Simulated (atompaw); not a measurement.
What one change does to a pseudopotential (manganese (Mn), PAW (atompaw))

manganese (Mn), PAW, made with atompaw 4.2.0.5 (PBE, scalar-relativistic). Core [Ne], reference 3s2 3p6 3d5 4s2 4p0. Waves: 3s (bound): rc 1.35 bohr; 4s (bound): rc 1.75 bohr; 3p (bound): rc 1.60 bohr; 4p (bound, empty): rc 1.75 bohr; 3d (bound): rc 1.35 bohr; 3d channel at 1 Ry: rc 1.35 bohr. Local part: ultrasoft scheme with l = 3 at 0.5 Ry, radius 1.60 bohr. Core correction: smooth core density matched at 1.45 bohr. Augmentation charge: gaussian compensation charge, radius 1.30 bohr; PAW radius 1.75 bohr; waves and projectors: custom polynom gramschmidtortho.

Change: wave 3s (bound): rc 1.35 bohr becomes 3s (bound): rc 1.70 bohr.

Cutoffs: the cutoffs (Ry, on a coarse ladder) from which the occupation-weighted sum of valence levels, in a spherical-Bessel basis at the reference potential, stays within 10 and 1 mRy of its value at 400 Ry; they do not see the model core or the augmentation charge, which bear on the density cutoff.

Problem. What does the change do?

Solution. The potential gets neither clearly harder nor softer (70 Ry and 100 Ry → 70 Ry and 100 Ry); the d channel sets the loose cutoff, while the largest relative change is in s, which becomes softer; the range in which the s phases agree widens (upper end 0.6 → at the end of the scan); neither file shows a bound ghost.

```tsv
quantity	base	changed
cutoff, loose	70 Ry	70 Ry
cutoff, tight	100 Ry	100 Ry
loose cutoff by channel (10 mRy a level)	s 25 Ry, p 25 Ry, d 45 Ry	s 18 Ry, p 25 Ry, d 45 Ry
bound ghosts	none	none
s: phases at 1.75 bohr within 0.05 rad from the reference energy up to (Ry; the scan ends near 5)	0.6	to the end of the scan
p: phases at 1.75 bohr within 0.05 rad from the reference energy up to (Ry; the scan ends near 5)	2.5	2.5
d: phases at 1.75 bohr within 0.05 rad from the reference energy up to (Ry; the scan ends near 5)	4.5	4.5
lowest overlap eigenvalue by channel	s 0.13, p 0.81, d 0.99	s 0.87, p 0.81, d 0.99
```

 The cutoffs see the waves, projectors and local potential, not the compensation charge or the core.
